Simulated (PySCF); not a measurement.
Species: `CN(C)[Si@H]1[SiH2][C@H](C)[SiH2]1`. The columns A, B, C and D hold Mulliken, IAO, Hirshfeld and ESP-fitted charges (e) of one PBE0/pcSseg-1 density (PySCF), in a shuffled order. Coordinates in Å (GFN2-xTB); the density's dipole moment is (-1.03, -0.30, -0.09) D.

```json
{"atom": "C1", "x": "-2.420", "y": "-0.456", "z": "-1.009", "A": "-0.296", "B": "-0.084", "C": "-0.359", "D": "-0.072"}
{"atom": "N2", "x": "-2.107", "y": "0.255", "z": "0.202", "A": "-0.477", "B": "-0.772", "C": "-0.092", "D": "-0.173"}
{"atom": "C3", "x": "-3.176", "y": "0.187", "z": "1.161", "A": "-0.295", "B": "-0.065", "C": "-0.426", "D": "-0.070"}
{"atom": "Si4", "x": "-0.461", "y": "0.500", "z": "0.674", "A": "+0.471", "B": "+0.292", "C": "+0.111", "D": "+0.216"}
{"atom": "Si5", "x": "1.118", "y": "-1.238", "z": "0.889", "A": "+0.366", "B": "+0.388", "C": "+0.233", "D": "+0.213"}
{"atom": "C6", "x": "2.191", "y": "-0.274", "z": "-0.416", "A": "-0.617", "B": "-0.860", "C": "+0.064", "D": "-0.193"}
{"atom": "C7", "x": "3.476", "y": "0.285", "z": "0.189", "A": "-0.398", "B": "-0.215", "C": "-0.421", "D": "-0.122"}
{"atom": "Si8", "x": "1.000", "y": "1.130", "z": "-1.038", "A": "+0.405", "B": "+0.384", "C": "+0.118", "D": "+0.229"}
{"atom": "H9", "x": "-3.343", "y": "-0.062", "z": "-1.444", "A": "+0.136", "B": "+0.112", "C": "+0.141", "D": "+0.041"}
{"atom": "H10", "x": "-1.615", "y": "-0.334", "z": "-1.731", "A": "+0.140", "B": "+0.135", "C": "+0.118", "D": "+0.040"}
{"atom": "H11", "x": "-2.564", "y": "-1.529", "z": "-0.826", "A": "+0.118", "B": "+0.100", "C": "+0.121", "D": "+0.031"}
{"atom": "H12", "x": "-2.912", "y": "0.757", "z": "2.047", "A": "+0.146", "B": "+0.118", "C": "+0.161", "D": "+0.044"}
{"atom": "H13", "x": "-3.389", "y": "-0.846", "z": "1.461", "A": "+0.117", "B": "+0.096", "C": "+0.145", "D": "+0.031"}
{"atom": "H14", "x": "-4.089", "y": "0.610", "z": "0.731", "A": "+0.135", "B": "+0.108", "C": "+0.139", "D": "+0.040"}
{"atom": "H15", "x": "-0.638", "y": "1.396", "z": "1.835", "A": "-0.101", "B": "-0.043", "C": "-0.059", "D": "-0.078"}
{"atom": "H16", "x": "1.888", "y": "-1.491", "z": "2.116", "A": "-0.102", "B": "-0.060", "C": "-0.096", "D": "-0.080"}
{"atom": "H17", "x": "0.796", "y": "-2.586", "z": "0.384", "A": "-0.100", "B": "-0.057", "C": "-0.105", "D": "-0.082"}
{"atom": "H18", "x": "2.488", "y": "-0.930", "z": "-1.238", "A": "+0.148", "B": "+0.170", "C": "+0.011", "D": "+0.030"}
{"atom": "H19", "x": "4.113", "y": "-0.514", "z": "0.568", "A": "+0.138", "B": "+0.122", "C": "+0.105", "D": "+0.036"}
{"atom": "H20", "x": "4.045", "y": "0.846", "z": "-0.551", "A": "+0.137", "B": "+0.121", "C": "+0.109", "D": "+0.036"}
{"atom": "H21", "x": "3.254", "y": "0.957", "z": "1.018", "A": "+0.128", "B": "+0.111", "C": "+0.102", "D": "+0.034"}
{"atom": "H22", "x": "1.667", "y": "2.438", "z": "-1.006", "A": "-0.100", "B": "-0.049", "C": "-0.056", "D": "-0.077"}
{"atom": "H23", "x": "0.674", "y": "0.925", "z": "-2.460", "A": "-0.099", "B": "-0.052", "C": "-0.064", "D": "-0.076"}
```

Task: Which column most likely holds the ESP-fitted charges?

Result: C. Σ q r misses the density's dipole by 0.03 D (C), 0.64 D (D), 1.03 D (B), 1.27 D (A). Charges fitted to the outside potential are the only set here that is tied to the molecule's multipoles.

Task: And the Hirshfeld charges?

Result: D. The mean sizes are 0.089 e (D), 0.146 e (C), 0.196 e (B), 0.225 e (A), and Hirshfeld charges are commonly the smallest of these schemes.

As computed, A = IAO, B = Mulliken, C = ESP-fitted, D = Hirshfeld. Hydrogens on carbon: IAO +0.12 to +0.15, Mulliken +0.10 to +0.17, ESP-fitted +0.01 to +0.16, Hirshfeld +0.03 to +0.04 e.

The ESP scheme is a least-squares fit of atom-centred charges to the potential on four shells outside the van der Waals surface, with the total charge fixed. The Mulliken scheme counts on each atom the diagonal of the density matrix times the overlap matrix over that atom's basis functions.

The structure is a single GFN2-xTB conformer in the gas phase; no vibrational or solvent corrections.

The values belong to the conformer `[CH3:1][N:2]([CH3:3])[Si@H:4]1[SiH2:5][C@H:6]([CH3:7])[SiH2:8]1`: C1–N2–Si4–Si5 -54°.
